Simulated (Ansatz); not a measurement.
Method: r2SCAN-D4/def2-TZVP in Ansatz (a quantum-chemistry and plane-wave program). No frequencies were computed at this level.

Ansatz 0.2 input:
```yaml
crystal:
  periodic: [false, false, false]
  atoms:
    - { symbol: N, position_ang: [-1.253861, 0.041938, -0.264902] }
    - { symbol: In, position_ang: [0.789981, -0.009683, -0.074979] }
    - { symbol: F, position_ang: [1.867143, 1.618459, 0.088544] }
    - { symbol: F, position_ang: [1.817314, -1.675856, -0.175554] }
    - { symbol: H, position_ang: [-1.625138, -0.80761, 0.151578] }
    - { symbol: H, position_ang: [-1.595438, 0.832752, 0.275314] }
basis:
  gaussian: { orbitals: def2-tzvp }
hamiltonian:
  xc: r2scan
  dispersion: d4
relax:
  max_steps: 150
```

Output:

```
Functional definition: r2SCAN
943 factors; their error is unknown
mean field evaluation 1: about -12119.4668 eV, gradient 9.1e1 eV
mean field evaluation 2: about -12051.1156 eV, gradient 1.8e2 eV
mean field evaluation 4: about -12132.7711 eV, gradient 2.6e1 eV
mean field evaluation 8: about -12134.0287 eV, gradient 2.9e-1 eV
mean field evaluation 16: about -12134.0163 eV, gradient 5.6e-4 eV
mean field -12134.01628542 eV, -445.9168737575 hartree, gradient 4.2e-5 eV, S^2 0.000000; 0 other end points of the search recorded, 0 dependent functions left out
reference -12134.01630878 eV, -445.9168746161 hartree; 24, 24 occupied and 131, 131 virtual orbitals, 943 factors
relax step   1: F+E_penalty+E_count = -12134.03673085 eV  Δ(F+E_penalty+E_count) = +0.000e0 eV  max|allowed force component| = 6.858e-1 eV/Å  Δτ_max = 0.0000 Å  (29 SCF iters, accepted)
these checks for a lower state are left out or cut short: starts, cluster_reference, orbital_swaps, neighbouring_geometries, increment
943 factors; their error is unknown
mean field -12134.04405072 eV, -445.9178941134 hartree, gradient 1.2e-5 eV, S^2 0.000000; 0 other end points of the search recorded, 0 dependent functions left out
reference -12134.04407435 eV, -445.9178949817 hartree; 24, 24 occupied and 131, 131 virtual orbitals, 943 factors
relax step   2: F+E_penalty+E_count = -12134.06459970 eV  Δ(F+E_penalty+E_count) = -2.787e-2 eV  max|allowed force component| = 1.569e-1 eV/Å  Δτ_max = 0.0359 Å  (32 SCF iters, accepted)
these checks for a lower state are left out or cut short: starts, cluster_reference, orbital_swaps, neighbouring_geometries, increment
943 factors; their error is unknown
mean field evaluation 32: about -12134.0489 eV, gradient 1.0e-5 eV
mean field -12134.04887897 eV, -445.9180715484 hartree, gradient 1.1e-5 eV, S^2 0.000000; 0 other end points of the search recorded, 0 dependent functions left out
reference -12134.04890274 eV, -445.9180724220 hartree; 24, 24 occupied and 131, 131 virtual orbitals, 943 factors
relax step   3: F+E_penalty+E_count = -12134.06946506 eV  Δ(F+E_penalty+E_count) = -4.865e-3 eV  max|allowed force component| = 1.220e-1 eV/Å  Δτ_max = 0.0313 Å  (32 SCF iters, accepted)
these checks for a lower state are left out or cut short: starts, cluster_reference, orbital_swaps, neighbouring_geometries, increment
943 factors; their error is unknown
mean field -12134.04939932 eV, -445.9180906711 hartree, gradient 1.0e-5 eV, S^2 0.000000; 0 other end points of the search recorded, 0 dependent functions left out
reference -12134.04942315 eV, -445.9180915466 hartree; 24, 24 occupied and 131, 131 virtual orbitals, 943 factors
relax step   4: F+E_penalty+E_count = -12134.06998575 eV  Δ(F+E_penalty+E_count) = -5.207e-4 eV  max|allowed force component| = 2.609e-2 eV/Å  Δτ_max = 0.0057 Å  (33 SCF iters, accepted)
these checks for a lower state are left out or cut short: starts, cluster_reference, orbital_swaps, neighbouring_geometries, increment
943 factors; their error is unknown
mean field -12134.04944772 eV, -445.9180924495 hartree, gradient 1.0e-5 eV, S^2 0.000000; 0 other end points of the search recorded, 0 dependent functions left out
reference -12134.04947153 eV, -445.9180933244 hartree; 24, 24 occupied and 131, 131 virtual orbitals, 943 factors
relax step   5: F+E_penalty+E_count = -12134.07004005 eV  Δ(F+E_penalty+E_count) = -5.430e-5 eV  max|allowed force component| = 1.241e-2 eV/Å  Δτ_max = 0.0033 Å  (33 SCF iters, accepted)
these checks for a lower state are left out or cut short: starts, cluster_reference, orbital_swaps, neighbouring_geometries, increment
943 factors; their error is unknown
mean field -12134.04944928 eV, -445.9180925068 hartree, gradient 1.0e-5 eV, S^2 0.000000; 0 other end points of the search recorded, 0 dependent functions left out
reference -12134.04947309 eV, -445.9180933820 hartree; 24, 24 occupied and 131, 131 virtual orbitals, 943 factors
relax step   6: F+E_penalty+E_count = -12134.07004054 eV  Δ(F+E_penalty+E_count) = -4.938e-7 eV  max|allowed force component| = 1.417e-2 eV/Å  Δτ_max = 0.0014 Å  (34 SCF iters, accepted)
these checks for a lower state are left out or cut short: starts, cluster_reference, orbital_swaps, neighbouring_geometries, increment
943 factors; their error is unknown
mean field -12134.04945748 eV, -445.9180928081 hartree, gradient 1.0e-5 eV, S^2 0.000000; 0 other end points of the search recorded, 0 dependent functions left out
reference -12134.04948129 eV, -445.9180936831 hartree; 24, 24 occupied and 131, 131 virtual orbitals, 943 factors
relax step   7: F+E_penalty+E_count = -12134.07004949 eV  Δ(F+E_penalty+E_count) = -8.949e-6 eV  max|allowed force component| = 8.339e-4 eV/Å  Δτ_max = 0.0008 Å  (34 SCF iters, accepted)
943 factors; their error is unknown
mean field evaluation 64: about -12134.0493 eV, gradient 3.5e-1 eV
mean field -12134.04945748 eV, -445.9180928081 hartree, gradient 1.0e-5 eV, S^2 0.000000; 1 other end points of the search recorded, 0 dependent functions left out
reference -12134.04948129 eV, -445.9180936831 hartree; 24, 24 occupied and 131, 131 virtual orbitals, 943 factors
Total energy: -12134.07007330 eV, -445.9188504258 hartree
Atom 0 at    -1.223168     0.038325    -0.219725 Å, force    -0.000834    -0.000155     0.000472 eV/Å
Atom 1 at     0.777095    -0.010901    -0.031999 Å, force     0.000564     0.000230    -0.000527 eV/Å
Atom 2 at     1.903423     1.565899     0.061324 Å, force     0.000100    -0.000240     0.000167 eV/Å
Atom 3 at     1.849126    -1.619977    -0.190697 Å, force     0.000163     0.000033     0.000176 eV/Å
Atom 4 at    -1.667361    -0.805638     0.125848 Å, force     0.000065     0.000116    -0.000160 eV/Å
Atom 5 at    -1.639115     0.832292     0.255250 Å, force    -0.000058     0.000015    -0.000128 eV/Å
Dipole moment:    -0.772165    -0.006937     0.253558 e Å
```

Cost: around 40 core-seconds (rough).
